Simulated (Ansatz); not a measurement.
Cl6W, charge +1, doublet, at a GFN2-xTB geometry (such geometries of metal compounds can be far from the true shape) (the multiplicity is a formal guess) (core potentials on W); B3LYP/def2-SV(P) (Ansatz, a quantum-chemistry and plane-wave program).

Ansatz was given this input:
Ansatz 0.2 input:
```yaml
crystal:
  periodic: [false, false, false]
  atoms:
    - {symbol: W, position_ang: [-0.09587042, -0.05254295, 0.20143651]}
    - {symbol: Cl, position_ang: [1.91016523, 0.84070503, -1.06707541]}
    - {symbol: Cl, position_ang: [0.86905186, 0.19837681, 2.14553329]}
    - {symbol: Cl, position_ang: [-0.29585744, 0.04403604, -2.32480006]}
    - {symbol: Cl, position_ang: [-2.10446551, -0.87546033, 0.45023518]}
    - {symbol: Cl, position_ang: [-0.80141856, 2.05683636, 0.10282837]}
    - {symbol: Cl, position_ang: [0.83984273, -2.03577753, -0.18356266]}
basis:
  gaussian:
    orbitals: def2-SV_P_.json
hamiltonian:
  xc: b3lyp
total_charge: 1
magnetization: {spin_polarized: true, initial_magnetization: 1}
```
The basis file holds def2-SV(P) in the JSON format of the Basis Set Exchange.

It wrote (shortened):

```
Functional definition: B3LYP
1291 factors; integrals over basis functions are off by at most 2.6e-4 eV
mean field evaluation 1: about -76932.4257 eV, gradient 2.5e1 eV
mean field evaluation 2: about -76881.0487 eV, gradient 1.1e2 eV
mean field evaluation 4: about -76935.4528 eV, gradient 3.2e0 eV
mean field evaluation 8: about -76935.7343 eV, gradient 5.4e-1 eV
mean field evaluation 16: about -76935.7364 eV, gradient 1.6e-3 eV
mean field -76935.73640934 eV, -2827.3361641281 hartree, gradient 3.4e-5 eV, S^2 0.757850; 1 other end points of the search recorded, 0 dependent functions left out
reference -76935.73673427 eV, -2827.3361760690 hartree; 58, 57 occupied and 75, 76 virtual orbitals, 1291 factors
Total energy: -76935.73673427 eV, -2827.3361760690 hartree
```
